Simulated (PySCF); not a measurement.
CH4AlI, SMILES [CH3][AlH][I].

Geometry optimised at PBE0-D3(BJ)/def2-SVP. A frequency run showed that this geometry is not a minimum. The def2 effective core potentials stand for the cores of I; spin–orbit coupling is left out.

These are C-PCM-M06-2X/def2-SVP (PySCF) values and carry that method's errors.

The values are the electrostatic part of the solvation free energy, E(continuum) − E(gas) at the gas-phase geometry, in a cavity of scaled van der Waals radii (PySCF's table); cavitation and dispersion terms are not included. A continuum can't describe solvent molecules that bind to the metal. In vacuum the orbital gap is 7.64 eV. The dipole moment in vacuum is 2.10 D.

Computed values in water (ε = 78.36), toluene (ε = 2.37), N,N-dimethylformamide (ε = 37.22):
```json
[
 {"solvent": "water", "ε": "78.36", "ΔG(elec) (kcal/mol)": "-4.8", "dipole (D)": "2.89", "gap (eV)": "8.21"},
 {"solvent": "toluene", "ε": "2.37", "ΔG(elec) (kcal/mol)": "-2.6", "dipole (D)": "2.51", "gap (eV)": "7.95"},
 {"solvent": "N,N-dimethylformamide", "ε": "37.22", "ΔG(elec) (kcal/mol)": "-4.7", "dipole (D)": "2.87", "gap (eV)": "8.20"}
]
```
